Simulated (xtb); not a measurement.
C₆H₁₄BO₂, charge +1, singlet, at a GFN2-xTB geometry; xtb with GFN0-xTB.

xtb was given this input:
```
$ xtb mol.xyz --gfn 0 --chrg 1 --etemp 3000 --json

# file mol.xyz
23

C      1.36150529    -1.46332251    -0.36696631
C      0.79606510    -0.05128719    -0.22271852
C      1.44830263     0.88225462    -1.23445011
O      1.14354764     0.39227540     1.10901776
B      0.15682922     0.33326282     1.94832944
O     -1.02871186    -0.12042878     1.24728994
C     -0.77310942    -0.01049082    -0.22555927
C     -1.35621522     1.32121923    -0.67419712
C     -1.46109773    -1.17149123    -0.91836226
H      1.19594725    -1.84654052    -1.36836460
H      2.43273390    -1.42506484    -0.18738254
H      0.92718286    -2.14190893     0.36280342
H      1.20719721     1.92190875    -1.03889236
H      1.13777957     0.62097120    -2.24138659
H      2.52697957     0.77357399    -1.16724166
H      0.15972671     0.56209769     3.08335576
H     -1.94042185     0.06626266     1.51455827
H     -2.43282444     1.33672911    -0.51019889
H     -1.18800205     1.46483121    -1.73721868
H     -0.90944312     2.15482963    -0.13630209
H     -1.21037890    -2.12448538    -0.46282906
H     -1.16077615    -1.19994041    -1.96171339
H     -2.54123645    -1.04564357    -0.88777460
```

It wrote (shortened):

```
   ID    Z sym.   atoms
    1    6 C      1-3, 7-9
    2    8 O      4, 6
    3    5 B      5
    4    1 H      10-23

           -------------------------------------------------
          |                Calculation Setup                |
           -------------------------------------------------

           -------------------------------------------------
          |                 G F N 0 - x T B                 |
           -------------------------------------------------

          ...................................................
          :                      SETUP                      :
          :.................................................:
          :  # basis functions                  64          :
          :  # atomic orbitals                  64          :
          :  # shells                           46          :
          :  # electrons                        52          :
          :  electronic temp.         3000.0000000     K    :
          :  accuracy                    1.0000000          :
          :  -> integral cutoff          0.2500000E+02      :
          :  -> integral neglect         0.1000000E-07      :
          ...................................................

         :::::::::::::::::::::::::::::::::::::::::::::::::::::
         ::                     SUMMARY                     ::
         :::::::::::::::::::::::::::::::::::::::::::::::::::::
         :: total energy             -26.708158850903 Eh    ::
         :: gradient norm              0.043147251157 Eh/a0 ::
         :: HOMO-LUMO gap              5.928398395753 eV    ::
         ::.................................................::
         :: H0 energy                -28.315135045377 Eh    ::
         :: repulsion energy           0.369554189918 Eh    ::
         :: electrostat energy         1.281470725405 Eh    ::
         :: -> Gsolv                   0.000000000000 Eh    ::
         ::    -> Gsasa                0.000000000000 Eh    ::
         ::    -> Gshift               0.000000000000 Eh    ::
         :: dispersion energy         -0.008380246075 Eh    ::
         :: short-range corr.         -0.035668474774 Eh    ::
         :: add. restraining           0.000000000000 Eh    ::
         :: total charge               1.000000000000 e     ::
         :::::::::::::::::::::::::::::::::::::::::::::::::::::

           -------------------------------------------------
          |                Property Printout                |
[...]
 Mol. α(0) /au        :         90.789402

Wiberg/Mayer (AO) data.
largest (>0.10) Wiberg bond orders for each atom

 ---------------------------------------------------------------------------
     #   Z sym  total        # sym  WBO       # sym  WBO       # sym  WBO
 ---------------------------------------------------------------------------
     1   6 C    3.979 --     2 C    1.003    10 H    0.979    12 H    0.978
                            11 H    0.976
     2   6 C    3.942 --     3 C    1.006     1 C    1.003     7 C    0.965
                             4 O    0.930
     3   6 C    3.979 --     2 C    1.006    13 H    0.978    14 H    0.977
                            15 H    0.977
     4   8 O    2.304 --     5 B    1.245     2 C    0.930
     5   5 B    3.061 --     4 O    1.245    16 H    0.893     6 O    0.868
     6   8 O    2.834 --    17 H    0.956     7 C    0.895     5 B    0.868
     7   6 C    3.927 --     9 C    1.014     8 C    1.012     2 C    0.965
                             6 O    0.895
     8   6 C    3.978 --     7 C    1.012    20 H    0.978    18 H    0.976
                            19 H    0.974
     9   6 C    3.979 --     7 C    1.014    23 H    0.977    21 H    0.977
                            22 H    0.974
    10   1 H    0.975 --     1 C    0.979
    11   1 H    0.986 --     1 C    0.976
    12   1 H    0.982 --     1 C    0.978
    13   1 H    0.981 --     3 C    0.978
    14   1 H    0.977 --     3 C    0.977
    15   1 H    0.983 --     3 C    0.977
    16   1 H    0.915 --     5 B    0.893
    17   1 H    0.967 --     6 O    0.956
    18   1 H    0.981 --     8 C    0.976
    19   1 H    0.976 --     8 C    0.974
    20   1 H    0.982 --     8 C    0.978
    21   1 H    0.982 --     9 C    0.977
    22   1 H    0.979 --     9 C    0.974
    23   1 H    0.981 --     9 C    0.977
 ---------------------------------------------------------------------------

Topologies differ in total number of bonds
Writing topology from bond orders to xtbtopo.mol

 dipole moment from electron density (au)
     X       Y       Z
  -1.9035   0.0049   1.5419  total (Debye):    6.226

           -------------------------------------------------
          | TOTAL ENERGY              -26.708158850903 Eh   |
          | GRADIENT NORM               0.043147251157 Eh/α |
          | HOMO-LUMO GAP               5.928398395753 eV   |
           -------------------------------------------------

normal termination of xtb
```
